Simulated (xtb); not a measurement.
C₆H₁₂O₃ (SMILES COCOC(=O)C(C)C), singlet, from a rough starting geometry; xtb with GFN2-xTB.

Here is a job for xtb.
```
$ xtb mol.xyz --gfn 2 --opt vtight --json

# file mol.xyz
21

C      3.98104168     0.93216504    -0.19881909
O      2.59465101     1.20740106    -0.45563335
C      1.75464480     0.03978968    -0.04364673
O      0.43784689     0.43012933    -0.29559966
C     -0.41717062    -0.59106632     0.02785634
O     -0.09495498    -1.65202940     0.40489193
C     -1.90018822    -0.14401824    -0.24934811
C     -2.76750727    -1.32041923    -0.41727554
C     -2.30745692     0.78865693     0.86356309
H      4.27702279     0.09779487    -0.84763335
H      4.60252016     1.80347659    -0.49858209
H      4.12894497     0.69459766     0.82936005
H      2.06652034    -0.67941521    -0.73760646
H      1.91696000    -0.11463687     0.95569032
H     -1.86432659     0.37566855    -1.17695967
H     -3.84626877    -1.03145776    -0.67284033
H     -2.43976475    -1.97988751    -1.27108252
H     -2.84703884    -1.93349747     0.49778893
H     -1.71737730     1.62749317     0.93873468
H     -3.38925574     1.09788999     0.71249788
H     -2.29433525     0.20407188     1.81046908
```

What the program printed (banner, timings and long lists left out):

```
   ID    Z sym.   atoms
    1    6 C      1, 3, 5, 7-9
    2    8 O      2, 4, 6
    3    1 H      10-21

           -------------------------------------------------
          |                Calculation Setup                |
           -------------------------------------------------

           -------------------------------------------------
          |                 G F N 2 - x T B                 |
           -------------------------------------------------

          ...................................................
          :                      SETUP                      :
          :.................................................:
          :  # basis functions                  48          :
          :  # atomic orbitals                  48          :
          :  # shells                           30          :
          :  # electrons                        54          :
          :  max. iterations                   250          :
          :  Hamiltonian                  GFN2-xTB          :
          :  restarted?                      false          :
          :  GBSA solvation                  false          :
          :  PC potential                    false          :
          :  electronic temp.          300.0000000     K    :
          :  accuracy                    1.0000000          :
          :  -> integral cutoff          0.2500000E+02      :
          :  -> integral neglect         0.1000000E-07      :
          :  -> SCF convergence          0.1000000E-05 Eh   :
          :  -> wf. convergence          0.1000000E-03 e    :
          :  Broyden damping             0.4000000          :
          :  net charge                          0          :
          :  unpaired electrons                  0          :
          ...................................................

 iter      E             dE          RMSdq      gap      omega  full diag
   1    -31.3947093 -0.313947E+02  0.453E+00    5.77       0.0  T
   2    -31.4690704 -0.743611E-01  0.227E+00    4.80       1.0  T
   3    -31.4710288 -0.195842E-02  0.118E+00    5.11       1.0  T
   4    -31.4739411 -0.291222E-02  0.200E-01    4.77       1.0  T
   5    -31.4742592 -0.318165E-03  0.861E-02    4.84       1.0  T
   6    -31.4742685 -0.926572E-05  0.245E-02    4.85       1.0  T
   7    -31.4742698 -0.126135E-05  0.862E-03    4.85       2.5  T
   8    -31.4742700 -0.237770E-06  0.248E-03    4.85       8.8  T
   9    -31.4742700 -0.119252E-07  0.899E-04    4.85      24.3  T
  10    -31.4742700 -0.295803E-08  0.353E-04    4.85      61.7  T

   *** convergence criteria satisfied after 10 iterations ***

         :::::::::::::::::::::::::::::::::::::::::::::::::::::
         ::                     SUMMARY                     ::
         :::::::::::::::::::::::::::::::::::::::::::::::::::::
         :: total energy             -31.138123376301 Eh    ::
         :: gradient norm              0.194525778834 Eh/a0 ::
         :: HOMO-LUMO gap              4.848864715180 eV    ::
         ::.................................................::
         :: SCC energy               -31.474300747784 Eh    ::
         :: -> isotropic ES            0.062896063353 Eh    ::
         :: -> anisotropic ES          0.003461438242 Eh    ::
         :: -> anisotropic XC          0.004328178277 Eh    ::
         :: -> dispersion             -0.012501772827 Eh    ::
         :: repulsion energy           0.336177371483 Eh    ::
         :: add. restraining           0.000000000000 Eh    ::
         :: total charge               0.000000000000 e     ::
         :::::::::::::::::::::::::::::::::::::::::::::::::::::

      -----------------------------------------------------------
     |                   =====================                   |
     |                        A N C O P T                        |
     |                   =====================                   |
     |               Approximate Normal Coordinate               |
[...]
 * total energy  :   -31.1713312 Eh     change       -0.2589188E-06 Eh
 * total energy  :   -31.1713314 Eh     change       -0.2010346E-06 Eh
 * total energy  :   -31.1713316 Eh     change       -0.1652035E-06 Eh
 * total energy  :   -31.1713318 Eh     change       -0.1685732E-06 Eh
 * total energy  :   -31.1713319 Eh     change       -0.1794981E-06 Eh
 * total energy  :   -31.1713321 Eh     change       -0.1811228E-06 Eh
 * total energy  :   -31.1713323 Eh     change       -0.1716160E-06 Eh
 * total energy  :   -31.1713324 Eh     change       -0.1625222E-06 Eh
 * total energy  :   -31.1713326 Eh     change       -0.1691444E-06 Eh
 * total energy  :   -31.1713328 Eh     change       -0.1723649E-06 Eh
 * total energy  :   -31.1713329 Eh     change       -0.1360062E-06 Eh
 * total energy  :   -31.1713330 Eh     change       -0.8767916E-07 Eh
   *** GEOMETRY OPTIMIZATION CONVERGED AFTER 115 ITERATIONS ***
         :: total energy             -31.171333010945 Eh    ::
[...]
     2   8 O        1.702    -0.307    19.110     5.902
     3   6 C        3.615     0.226    17.491     6.035
     4   8 O        1.706    -0.267    18.430     5.796
     5   6 C        2.730     0.362    20.853     7.476
     6   8 O        0.856    -0.387    21.415     6.204
     7   6 C        3.851    -0.037    21.191     6.547
     8   6 C        3.756    -0.109    22.645     6.785
     9   6 C        3.760    -0.105    22.547     6.769
    10   1 H        0.924     0.034     2.530     2.487
    11   1 H        0.925     0.073     2.049     2.239
    12   1 H        0.924     0.042     2.420     2.433
    13   1 H        0.923     0.038     2.482     2.464
    14   1 H        0.922     0.039     2.461     2.453
    15   1 H        0.924     0.056     2.243     2.342
    16   1 H        0.925     0.048     2.343     2.393
    17   1 H        0.925     0.042     2.417     2.431
    18   1 H        0.925     0.061     2.191     2.315
    19   1 H        0.925     0.049     2.329     2.387
    20   1 H        0.925     0.052     2.299     2.371
    21   1 H        0.925     0.053     2.289     2.366

 Mol. C6AA /au·bohr⁶  :       3461.136802
 Mol. C8AA /au·bohr⁸  :      72875.018023
 Mol. α(0) /au        :         86.657974

Wiberg/Mayer (AO) data.
largest (>0.10) Wiberg bond orders for each atom

 ---------------------------------------------------------------------------
     #   Z sym  total        # sym  WBO       # sym  WBO       # sym  WBO
 ---------------------------------------------------------------------------
     1   6 C    3.941 --     2 O    0.985    11 H    0.979    10 H    0.979
                            12 H    0.976
     2   8 O    2.081 --     3 C    0.991     1 C    0.985
     3   6 C    3.922 --     2 O    0.991     4 O    0.969    13 H    0.958
                            14 H    0.954
     4   8 O    2.293 --     5 C    1.085     3 C    0.969     6 O    0.162
     5   6 C    3.901 --     6 O    1.789     4 O    1.085     7 C    0.959
     6   8 O    2.065 --     5 C    1.789     4 O    0.162
     7   6 C    3.992 --     8 C    1.005     9 C    0.980    15 H    0.962
                             5 C    0.959
     8   6 C    3.992 --     7 C    1.005    17 H    0.987    16 H    0.985
                            18 H    0.984
     9   6 C    3.992 --    21 H    0.986    19 H    0.986    20 H    0.982
                             7 C    0.980
    10   1 H    0.999 --     1 C    0.979
    11   1 H    0.995 --     1 C    0.979
    12   1 H    0.998 --     1 C    0.976
    13   1 H    0.998 --     3 C    0.958
    14   1 H    0.998 --     3 C    0.954
    15   1 H    0.997 --     7 C    0.962
    16   1 H    0.997 --     8 C    0.985
    17   1 H    0.998 --     8 C    0.987
    18   1 H    0.996 --     8 C    0.984
    19   1 H    0.998 --     9 C    0.986
    20   1 H    0.997 --     9 C    0.982
    21   1 H    0.997 --     9 C    0.986
 ---------------------------------------------------------------------------

Topologies differ in total number of bonds
Writing topology from bond orders to xtbtopo.mol

molecular dipole:
                 x           y           z       tot (Debye)
 q only:        0.025       0.224      -0.354
   full:        0.190       0.173      -0.558       1.561
molecular quadrupole (traceless):
                xx          xy          yy          xz          yz          zz
 q only:       11.051       0.725      -6.731      -0.839       2.842      -4.319
  q+dip:       10.238      -0.515      -7.185      -1.943       2.798      -3.053
   full:       10.845      -0.156      -7.213      -1.690       3.790      -3.632

optimized geometry written to: xtbopt.xyz

           -------------------------------------------------
          | TOTAL ENERGY              -31.171333010945 Eh   |
          | GRADIENT NORM               0.000022601672 Eh/α |
          | HOMO-LUMO GAP               4.869952504742 eV   |
           -------------------------------------------------
```
